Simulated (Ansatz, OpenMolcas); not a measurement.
# Ansatz → OpenMolcas

Ansatz 0.2.0 runs this on BI3 (boron triiodide):

run.yaml:
```yaml
crystal:
  periodic: [false, false, false]
  atoms:
    - {symbol: I, position_ang: [-1.308500, -0.295200, 1.615600]}
    - {symbol: B, position_ang: [0.013900, -0.015100, -0.005100]}
    - {symbol: I, position_ang: [1.876800, -1.006300, -0.030300]}
    - {symbol: I, position_ang: [-0.526500, 1.256300, -1.600500]}
basis:
  gaussian:
    orbitals: STO-3G
magnetization:
  spin_polarized: false
output: {orbitals: {seedname: orbitals}}
hamiltonian:
  xc: hf
accuracy: high
```

```bash
$ ansatz run run.yaml --threads 1 --pin off --max-ram 3480MiB --events-out events.jsonl --progress --plain --runs-dir runs
```

The shape is that of a PBE0-D4/def2-TZVP optimisation.

The run is non-relativistic.

It gives a total energy of -20576.536860 Eh.

How is this level of theory, on these atoms, set up in OpenMolcas 26.06 as an input file of the program's own, asking for the gradient?

For example:

test.inp:
```
&GATEWAY
BasLib
$CurrDir
Coord
4
angstrom
I       -1.308500      -0.295200       1.615600
B        0.013900      -0.015100      -0.005100
I        1.876800      -1.006300      -0.030300
I       -0.526500       1.256300      -1.600500
Basis
STO-3G
Group
NoSym
&SEWARD
&SCF
Thresholds
1e-10 1e-07 1e-07 1e-05
PrOrbitals
1 2
&ALASKA
```

```bash
$ export MOLCAS_MEM=1860
$ pymolcas test.inp > test.log
```

(Basis files named in the input come from the Basis Set Exchange and aren't shown.)

Its energy is -20576.536860 Eh, the same as the first but for the last digit, at most.
